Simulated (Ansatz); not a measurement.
`CCCCCCCCCC[S][Au]`. Charge 0, multiplicity 1. Geometry PBE-D4/def2-SVP, basis def2-TZVP, Ansatz.

```
run  HOMO (eV)  LUMO (eV)
  A      -6.38      -2.83
  B      -5.35      -3.59
  C      -6.25      -2.93
  D      -5.76      -3.28
  E      -5.17      -3.76
```

In the def2 sets Au takes a core potential; there is no spin–orbit coupling.

**Question.** The runs used PBE, PBE0, r2SCAN, r2SCAN0, r2SCANh. Estimate which is which.

**Answer.** A r2SCAN0 (25 % exact exchange); B r2SCAN (0 % exact exchange); C PBE0 (25 % exact exchange); D r2SCANh (10 % exact exchange); E PBE (0 % exact exchange). Exact exchange lowers occupied and raises empty levels; among semilocal functionals meta-GGAs tend to open the gap a little, and such runs are hard to tell apart. The gap grows from 1.41 eV (PBE) to 3.55 eV (r2SCAN0).
